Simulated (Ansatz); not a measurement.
C2H5ClSn, SMILES `C=[CH][SnH2][Cl]`. The species carries charge 0 and has multiplicity 1. Sn takes the def2 core potential. Geometry: relaxed with PBE0-D4/def2-TZVP. It is one conformer, not always the lowest.

```xyz
9

C     0.805   -0.983    1.122
C    -0.198   -0.808    0.270
Sn   -0.524    1.046   -0.689
Cl   -0.272    0.687   -2.989
H     0.975   -1.935    1.619
H     1.509   -0.191    1.365
H    -0.871   -1.633    0.055
H    -2.105    1.654   -0.518
H     0.681    2.163   -0.235
```

Q: What is the dipole moment at ωB97M-V/def2-TZVPP? (Best estimate.)

A: Ansatz gave: 2.96 D, with components (-0.04, -0.33, 2.94) D in this frame, pointing from negative to positive charge.

Q: And with PBE, r2SCAN, B3LYP? (Estimate.)

A: Ansatz gave: PBE 2.86 D, r2SCAN 2.98 D, B3LYP 2.94 D.

Q: Give the Mulliken charges with ωB97M-V, r2SCAN, B3LYP in def2-TZVPP. (An estimate is asked.)

A: The calculation gave: 
```
atom  ωB97M-V  r2SCAN  B3LYP
  C1    -0.18   -0.12  -0.20
  C2    -0.34   -0.32  -0.32
 Sn3     0.74    0.85   0.86
 Cl4    -0.37   -0.41  -0.40
  H5     0.11    0.09   0.11
  H6     0.10    0.08   0.10
  H7     0.10    0.07   0.10
  H8    -0.08   -0.11  -0.12
  H9    -0.08   -0.12  -0.13
```

B3LYP here is the variant with VWN-RPA as its local correlation; programs differ in this.
